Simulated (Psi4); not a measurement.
bromotrifluoromethane (CBrF₃), singlet, at a GFN2-xTB geometry; TPSS/cc-pVQZ in Psi4 1.11.

Psi4 was given this input:
```
memory 2 GB

molecule mol {
0 1
  F    -1.255211   -0.590163   -1.107334
  C    -0.817884    0.019610   -0.022939
  F    -1.315279   -0.587090    1.037016
  F    -1.240675    1.268630   -0.036572
  Br    1.120223   -0.026859    0.031418
}

set basis cc-pvqz
set reference rks

energy('tpss')
print_variables()
```

Q: What does Psi4 print? Leave out banner, timings and long lists.

A: 
```
   => Loading Basis Set <=

    Name: CC-PVQZ
    Role: ORBITAL
    Keyword: BASIS

         ---------------------------------------------------------
                                   SCF
               by Justin Turney, Rob Parrish, Andy Simmonett
                          and Daniel G. A. Smith
                              RKS Reference
         ---------------------------------------------------------

  ==> Geometry <==

    Molecular point group: c1
    Full point group: C1

    Geometry (in Angstrom), charge = 0, multiplicity = 1:

       Center              X                  Y                   Z               Mass
    ------------   -----------------  -----------------  -----------------  -----------------
         F           -1.297029209578    -0.589160180808    -1.108506637801    18.998403162730
         C           -0.859702209578     0.020612819192    -0.024111637801    12.000000000000
         F           -1.357097209578    -0.586087180808     1.035843362199    18.998403162730
         F           -1.282493209578     1.269632819192    -0.037744637801    18.998403162730
         BR           1.078404790422    -0.025856180808     0.030245362199    78.918337600000

  Running in c1 symmetry.

  Rotational constants: A =      0.19282  B =      0.06944  C =      0.06944 [cm^-1]
  Rotational constants: A =   5780.52466  B =   2081.70642  C =   2081.70634 [MHz]
  Nuclear repulsion =  367.886280901361147

  Charge       = 0
  Multiplicity = 1
  Electrons    = 68
  Nalpha       = 34
  Nbeta        = 34

  ==> Algorithm <==

  SCF Algorithm Type is DF.
  DIIS enabled.
  MOM disabled.
  Fractional occupation disabled.
  Guess Type is SAD.
  Energy threshold   = 1.00e-06
  Density threshold  = 1.00e-06
  Integral threshold = 1.00e-12

  ==> Primary Basis <==

  Basis Set: CC-PVQZ
    Blend: CC-PVQZ
    Number of shells: 80
    Number of basis functions: 288
    Number of Cartesian functions: 364
    Spherical Harmonics?: true
    Max angular momentum: 4

  ==> DFT Potential <==

   => LibXC <=

    Version 7.1.2
    S. Lehtola, C. Steigemann, M. J. T. Oliveira, and M. A. L. Marques,  SoftwareX 7, 1–5 (2018) (10.1016/j.softx.2017.11.002)

   => Composite Functional: TPSS <=

    TPSS Meta-GGA XC Functional

    J. Tao, et al., Phys. Rev. Lett., 91, 146401, 2003

    Deriv               =              1
    GGA                 =           TRUE
    Meta                =           TRUE

    Exchange Hybrid     =          FALSE
[...]
   @DF-RKS iter   3: -2911.90618380860496   -5.24989e-01   8.59358e-04 DIIS/ADIIS
   @DF-RKS iter   4: -2911.92965013858475   -2.34663e-02   2.44763e-04 DIIS/ADIIS
   @DF-RKS iter   5: -2911.93161254106599   -1.96240e-03   5.55724e-05 DIIS
   @DF-RKS iter   6: -2911.93172610206875   -1.13561e-04   6.01516e-06 DIIS
   @DF-RKS iter   7: -2911.93172726194734   -1.15988e-06   3.67398e-06 DIIS
   @DF-RKS iter   8: -2911.93172771209129   -4.50144e-07   7.87080e-07 DIIS
  Energy and wave function converged.

  ==> Post-Iterations <==

   Electrons on quadrature grid:
      Ntotal   =   68.0000085194 ; deviation = 8.519e-06

    Orbital Energies [Eh]
    ---------------------

    Doubly Occupied:

[...]
      34A     -0.289610

    Virtual:

[...]
    Final Occupation by Irrep:
              A
    DOCC [    34 ]
    NA   [    34 ]
    NB   [    34 ]

  @DF-RKS Final Energy: -2911.93172771209129

   => Energetics <=

    Nuclear Repulsion Energy =            367.8862809013611468
    One-Electron Energy =               -4783.0590645751371994
    Two-Electron Energy =                1631.3210863569431694
    DFT Exchange-Correlation Energy =    -128.0800303952578645
    Empirical Dispersion Energy =           0.0000000000000000
    VV10 Nonlocal Energy =                  0.0000000000000000
    Total Energy =                      -2911.9317277120912877

Computation Completed

Properties will be evaluated at   0.000000,   0.000000,   0.000000 [a0]

Properties computed using the SCF density matrix

 Multipole Moments:

 ------------------------------------------------------------------------------------
     Multipole            Electronic (a.u.)      Nuclear  (a.u.)        Total (a.u.)
 ------------------------------------------------------------------------------------

 L = 1.  Multiply by 2.5417464519 to convert [e a0] to [Debye]
 Dipole X            :          5.4531204           -5.3736673            0.0794532
 Dipole Y            :         -0.1307867            0.1288410           -0.0019457
 Dipole Z            :          0.1529206           -0.1507120            0.0022086
 Magnitude           :                                                    0.0795077

 ------------------------------------------------------------------------------------

  Variable Map:
  ----------------------------------------------------------------------------
[...]
  Array Variable Map:
  ----------------------------------------------------------------------------
[...]
[...]
```
